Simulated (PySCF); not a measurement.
Species: C₅H₁₂O₂SSi.
SMILES with atom numbers: `[CH3:1][CH:2]([CH3:3])[O:4][C@@H:5]1[CH2:6][O:7][SiH2:8][S:9]1`

NICS = −σ at a ghost point: NICS(0) at the centroid of the ring atoms, NICS(1) 1 Å to either side along the normal of their mean plane, zz for the tensor component along that normal. Level: GIAO PBE0/pcSseg-1 (PySCF, non-relativistic, gas phase) on the GFN2-xTB geometry, one conformer.

Ring bond lengths (Å), with Mayer bond orders in brackets: C5–C6 1.529 (0.98), C6–O7 1.391 (0.89), O7–Si8 1.628 (0.98), Si8–S9 2.136 (0.96), S9–C5 1.867 (0.99).

What do the NICS probes read (ppm)?

| ring | type | NICS(0) | NICS(1), two faces | NICS(1)zz, two faces | rms pucker (Å) | centre to ring atoms, mean (Å) |
| --- | --- | --- | --- | --- | --- | --- |
| C5–C6–O7–Si8–S9 | 5-membered ring with O, S and Si; formal bonds all single | -7.6 | -2.7 / -4.0 | -1.1 / -3.7 | 0.15 | 1.43 |

What can be read from them?

- C5–C6–O7–Si8–S9: mean NICS(1)zz -2.4 ppm, near zero. C5, C6, Si8 have four or more neighbours, so the value isn't read as a sign of a π ring current.

At the second NICS(1) probe listed for ring C5–C6–O7–Si8–S9, 1 Å off the ring, what do the in-plane components average?

The isotropic value is a third of the trace: (3 × -4.0 − (-3.7))/2 = -4.2 ppm.
